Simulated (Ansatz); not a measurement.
methyl chloride (CH3Cl), singlet, at a GFN2-xTB geometry; SC-NEVPT2/6-31G, CASSCF(2,4) (Ansatz, a program for electronic structure).

Here is a job for Ansatz.
Ansatz 0.2 input:
```yaml
crystal:
  periodic: [false, false, false]
  atoms:
    - {symbol: C, position_ang: [-0.00149191, 0.04693566, -1.12182869]}
    - {symbol: Cl, position_ang: [0.00086957, -0.02735682, 0.65386656]}
    - {symbol: H, position_ang: [-0.03217621, 1.09066645, -1.41847283]}
    - {symbol: H, position_ang: [0.90554001, -0.42739850, -1.48323349]}
    - {symbol: H, position_ang: [-0.87919504, -0.47981606, -1.48305307]}
basis:
  gaussian:
    orbitals: 6-31G
magnetization: {spin_polarized: false}
correlation: {method: sc_nevpt2, electrons: all, active_space: {window: {electrons: 2, orbitals: 4}}}
```

Output, abridged:

```
Functional definition: HF
365 factors; integrals over basis functions are off by at most 2.1e-4 eV
mean field evaluation 1: about -13579.5469 eV, gradient 1.1e1 eV
mean field evaluation 2: about -13579.5444 eV, gradient 1.1e1 eV
mean field evaluation 4: about -13579.9411 eV, gradient 1.0e0 eV
mean field evaluation 8: about -13579.9442 eV, gradient 2.3e-6 eV
mean field -13579.94423071 eV, -499.0537456617 hartree, gradient 9.9e-6 eV, S^2 0.000000; 0 other end points of the search recorded, 0 dependent functions left out
reference -13579.94423071 eV, -499.0537456617 hartree; 13, 13 occupied and 15, 15 virtual orbitals, 365 factors
state -13580.44230967 eV, -499.0720497258 hartree
state -13580.44230967 eV, -499.0720497258 hartree; corrected -13583.82099536 eV, -499.1962141350 hartree
Total energy: -13583.82099536 eV, -499.1962141350 hartree
```
